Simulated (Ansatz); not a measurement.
Task: Name a neutral molecule of B, C, Se, Si and H with HOMO energy (PBE/def2-TZVPP) between -6.75 and -6.45 eV and zero-point energy (PBE0-D4/def2-TZVP) between 195 and 211 kJ/mol (Ansatz, PBE0-D4/def2-TZVP geometry).

Result: `C[Se]B[SiH3]` (-6.55 eV, 196.8 kJ/mol). Other molecules can fit too; these were computed, each in one conformer that needn't be the lowest.
